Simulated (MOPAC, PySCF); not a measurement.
[Zn(Cl)2], neutral singlet in the gas phase. 

Cartesian coordinates (Å):
```xyz
3

Zn     0.0000     0.0000     0.0000
Cl    -1.9184    -0.7873    -0.3587
Cl     1.9184     0.7873     0.3587
```
Charge 0, multiplicity 1.

All levels are single points at this geometry (TPSS-D3(BJ)/def2-SVP); Pople sets use spherical d functions. Orbital energies aren't observables, and empty levels follow the basis.

B3LYP/LANL2DZ in PySCF gives HOMO (eV) = -8.92.

**Question.** Estimate the HOMO (eV) from each of these levels: TPSSh-D3(BJ)/def2-TZVP in PySCF; B3LYP/3-21G in PySCF; M06-2X/6-31G* (LANL2DZ on Zn) in PySCF; SVWN5/6-31G* (LANL2DZ on Zn) in PySCF; HF/6-31G* (LANL2DZ on Zn) in PySCF; HF/STO-3G in PySCF; AM1 in MOPAC; PM6 in MOPAC.

**Answer.** 
| level | HOMO (eV) |
|---|---|
| TPSSh-D3(BJ)/def2-TZVP in PySCF | -8.39 |
| B3LYP/3-21G in PySCF | -8.82 |
| M06-2X/6-31G* (LANL2DZ on Zn) in PySCF | -10.47 |
| SVWN5/6-31G* (LANL2DZ on Zn) in PySCF | -7.91 |
| HF/6-31G* (LANL2DZ on Zn) in PySCF | -12.45 |
| HF/STO-3G in PySCF | -6.89 |
| AM1 in MOPAC | -12.15 |
| PM6 in MOPAC | -11.40 |
